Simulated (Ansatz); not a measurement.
Reaction (ligand exchange at the Si–O bond): `[SiH3][O][Ge][Cl]` + `N#CO` → `N#CO[SiH3]` + `[OH][Ge][Cl]`

Computed with Ansatz on PBE0-D4/def2-TZVP structures; ΔE is electronic, products minus reactants. CBS: MP2 limit from def2 TZ/QZ plus the TZ coupled-cluster correction, frozen cores. This one scheme is used for every species. Functionals use def2-TZVPP. For Ge outer-core shells are correlated without core-valence functions, which leaves a few kJ/mol of doubt a bond. Scalar relativity is left out up to krypton. One conformer a species, not always the lowest.

```csv
level,ΔE (kJ/mol)
r2SCAN0-D4,4.9
HF/def2-SVP,12.3
MP2/def2-SVP,11.3
SCS-MP2/def2-QZVPP,3.3
```

Q: What does CCSD(T)/CBS give? (Best estimate.)

A: Ansatz gave: +4.9 kJ/mol. The listed levels differ from it by 0.0, 7.4, 6.4, -1.6 kJ/mol.

Largest T1 diagnostic among the species: 0.014.

Leaving LDA and LC-ωPBE aside and taking each functional with its dispersion term where it has one, the values, not all of them listed here, spread over 6.7 kJ/mol, from B2PLYP to BHLYP-D4. LDA lies +3.5 kJ/mol from PBE without D4. From BLYP to BHLYP (50 % exact exchange), in def2-TZVPP and without D4, ΔE moves by +4.5 kJ/mol. At CCSD(T), def2-SVP lies +7.8 kJ/mol from the extrapolated value and def2-TZVPP +0.6 kJ/mol.
